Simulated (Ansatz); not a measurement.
Ansatz (an electronic-structure program) input (BHLYP/def2-TZVPD):

Ansatz 0.2 input:
```yaml
crystal:
  periodic: [false, false, false]
  atoms:
    - {symbol: C, position_ang: [2.65482464, 0.60617953, -0.46869820]}
    - {symbol: C, position_ang: [1.45565457, -0.21464940, -0.00400056]}
    - {symbol: C, position_ang: [0.13425509, 0.50211657, -0.24165901]}
    - {symbol: C, position_ang: [-1.09223806, -0.27319619, 0.20229246]}
    - {symbol: O, position_ang: [-1.01330587, -1.37383477, 0.69692754]}
    - {symbol: C, position_ang: [-2.42672820, 0.40880534, -0.00796481]}
    - {symbol: H, position_ang: [2.71042546, 1.56197940, 0.05852821]}
    - {symbol: H, position_ang: [2.59713841, 0.82325721, -1.53835334]}
    - {symbol: H, position_ang: [3.59033933, 0.07405965, -0.28890987]}
    - {symbol: H, position_ang: [1.43588541, -1.17777545, -0.51803410]}
    - {symbol: H, position_ang: [1.54791934, -0.44862058, 1.05858876]}
    - {symbol: H, position_ang: [0.00795939, 0.74407910, -1.30409680]}
    - {symbol: H, position_ang: [0.11909622, 1.47198759, 0.27046283]}
    - {symbol: H, position_ang: [-2.56761132, 0.64777003, -1.06495225]}
    - {symbol: H, position_ang: [-2.45658009, 1.35495021, 0.53820845]}
    - {symbol: H, position_ang: [-3.23273324, -0.23654398, 0.33331869]}
basis:
  gaussian:
    orbitals: def2-TZVPD
hamiltonian:
  xc: {name: BHLYP}
output: {forces: true}
```

Output:

```
Functional definition: BHLYP
integrals: 0.29 GiB planned
1862 factors; their error is unknown
0.47 GiB of the device are held for the grids
1.94 GiB of device memory are held for the factors and their scratch space
mean field: 2.52 GiB planned
mean field evaluation 1: about -7384.8501 eV, gradient 6.5e1 eV
mean field evaluation 2: about -7386.1807 eV, gradient 6.3e1 eV
mean field evaluation 4: about -7393.8375 eV, gradient 3.3e0 eV
mean field evaluation 8: about -7393.8643 eV, gradient 5.6e-2 eV
mean field evaluation 16: about -7393.8725 eV, gradient 3.8e-4 eV
mean field -7393.87245683 eV, -271.7198010417 hartree, gradient 3.9e-5 eV, S^2 0.000000; 0 other end points of the search recorded, 0 dependent functions left out
the calculation of the forces begins
reference -7393.87268949 eV, -271.7198095919 hartree; 24, 24 occupied and 291, 291 virtual orbitals, 1862 factors
Total energy: -7393.87268949 eV, -271.7198095919 hartree
Atom 0 at     2.654825     0.606180    -0.468698 Å, force     0.004831     0.023636    -0.011358 eV/Å
Atom 1 at     1.455655    -0.214649    -0.004001 Å, force    -0.006581    -0.062347     0.029433 eV/Å
Atom 2 at     0.134255     0.502117    -0.241659 Å, force    -0.038800     0.025834    -0.009841 eV/Å
Atom 3 at    -1.092238    -0.273196     0.202292 Å, force     0.063663    -0.706339     0.316526 eV/Å
Atom 4 at    -1.013306    -1.373835     0.696928 Å, force    -0.086896     1.081365    -0.485187 eV/Å
Atom 5 at    -2.426728     0.408805    -0.007965 Å, force     0.017519    -0.030360     0.013471 eV/Å
Atom 6 at     2.710425     1.561979     0.058528 Å, force    -0.013325    -0.221636    -0.117232 eV/Å
Atom 7 at     2.597138     0.823257    -1.538353 Å, force     0.012387    -0.054094     0.244886 eV/Å
Atom 8 at     3.590339     0.074060    -0.288910 Å, force    -0.223997     0.117261    -0.038336 eV/Å
Atom 9 at     1.435885    -1.177775    -0.518034 Å, force     0.010116     0.231945     0.112164 eV/Å
Atom 10 at     1.547919    -0.448621     1.058589 Å, force    -0.015518     0.064752    -0.249066 eV/Å
Atom 11 at     0.007959     0.744079    -1.304097 Å, force     0.019948    -0.077540     0.246531 eV/Å
Atom 12 at     0.119096     1.471988     0.270463 Å, force    -0.004636    -0.238455    -0.101508 eV/Å
Atom 13 at    -2.567611     0.647770    -1.064952 Å, force     0.045255    -0.071125     0.246071 eV/Å
Atom 14 at    -2.456580     1.354950     0.538208 Å, force     0.020164    -0.231085    -0.117240 eV/Å
Atom 15 at    -3.232733    -0.236544     0.333319 Å, force     0.195871     0.148187    -0.079314 eV/Å
Dipole moment:    -0.010413     0.561952    -0.254399 e Å
```
